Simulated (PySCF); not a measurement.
## Excitation energy of Ta(2+) by level of theory

Ta(2+) [Xe] 4f14 5d3 (4F) → Ta(2+) [Xe] 4f14 5d2 6p1 (high-spin determinant), as a difference of total energies. All numbers are calculated (PySCF 2.14, a scalar-relativistic core potential, in def2-QZVPPD with the def2 core potential (60 electrons)). Correlated levels: valence: 5s2 5p6 frozen; valence and next inner shell: nothing frozen outside the core potential. The calculations carry no spin-orbit coupling.

```
                                method  excitation energy (eV)
                                   UHF                   6.726
                                   LDA                   6.786
                                   PBE                   6.780
                                  PBE0                   6.913
                                r2SCAN                   6.904
                                   M06                   6.979
                                  BLYP                   6.673
                                  BP86                   6.768
                                 M06-L                   7.001
                         MP2 (valence)                   6.817
                     SCS-MP2 (valence)                   6.756
    MP2 (valence and next inner shell)                   6.898
SCS-MP2 (valence and next inner shell)                   6.865
```

Question: How much does correlation contribute at MP2 (valence and next inner shell)?

Answer: 6.898 − (6.726) = 0.172 eV, measured against UHF.

The determinant of the upper state mixes LS terms, which raises its energy above the lowest term, most at the Hartree-Fock and MP2 levels.
